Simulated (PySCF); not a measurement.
## Spin states of InB

Unrestricted PBE0; basis In cc-pVDZ-PP with ECP28, B cc-pVDZ; scalar-relativistic core potentials; PySCF 2.14. Outer shells of the fragments: In 4d10 5s2 5p1; B 2s2 2p1.

Followed along the bond (rough minima from three points):

```json
{"2Ms+1": "3", "unpaired": "σ ↑, π ↑", "⟨S²⟩ at the start": "2.01", "R at minimum (Å)": "2.44", "Te (eV)": "0.00"}
{"2Ms+1": "3", "unpaired": "π ↑↑", "⟨S²⟩ at the start": "2.03", "R at minimum (Å)": "2.23", "Te (eV)": "0.08"}
{"2Ms+1": "1", "unpaired": "σ ↓, π ↑", "⟨S²⟩ at the start": "1.01", "R at minimum (Å)": "2.44", "Te (eV)": "0.18"}
{"2Ms+1": "1", "unpaired": "π ↑↓", "⟨S²⟩ at the start": "1.01", "R at minimum (Å)": "2.24", "Te (eV)": "0.29"}
{"2Ms+1": "1", "unpaired": "none", "⟨S²⟩ at the start": "0.00", "R at minimum (Å)": "2.26", "Te (eV)": "1.00"}
```

Solutions found at the starting distance of 2.205 Å, counted from the lowest of them; the search is not exhaustive and high or unbound solutions are not listed, so other states can lie among these:

| 2Ms+1 | unpaired | term | E (eV) | ⟨S²⟩ | ⟨Lz²⟩ | μ (D) |
| --- | --- | --- | --- | --- | --- | --- |
| 3 | π ↑↑ | ³Σ⁻ | 0.00 | 2.03 | 0.00 | -2.32 |
| 3 | σ ↑, π ↑ | ³Π | 0.11 | 2.01 | 1.00 | -1.23 |
| 1 | π ↑↓ | mixed | 0.22 | 1.01 | 2.01 | -2.28 |
| 1 | σ ↓, π ↑ | mixed | 0.29 | 1.01 | 1.00 | -1.33 |
| 1 | none | mixed | 0.94 | 0.00 | 2.00 | -1.98 |
| 3 | σ ↑↑, π ↑↓ | mixed | 2.42 | 3.01 | 2.01 | -2.48 |
| 3 | π ↑↑ | mixed | 2.50 | 2.01 | 2.01 | 0.02 |
| 1 | σ ↓↓, π ↑↑ | mixed | 2.88 | 2.00 | 0.00 | -2.60 |
| 3 | σ ↑, π ↑ | mixed | 3.30 | 2.32 | 1.01 | -2.66 |
| 1 | σ ↓, π ↑ | mixed | 3.88 | 1.10 | 1.00 | -2.89 |

A term symbol is given only where ⟨S²⟩ and ⟨Lz²⟩ are close to those of a pure state; real π, δ and φ orbitals otherwise mix terms. A positive dipole means In(−)B(+).

Q: Compare the gap between the two lowest followed solutions at the starting distance with the gap between their minima.

A: At PBE0 the second solution (triplet, unpaired electrons π ↑↑) lies -0.11 eV from the first (triplet, unpaired electrons σ ↑, π ↑) at 2.205 Å and +0.08 eV at the minima; the two curves relax by different amounts, since their minima lie near 2.23 and 2.44 Å.

Spin–orbit coupling is left out. Counting both spins, an empty level lies below a filled one in some of these solutions, because spin and occupation are held.
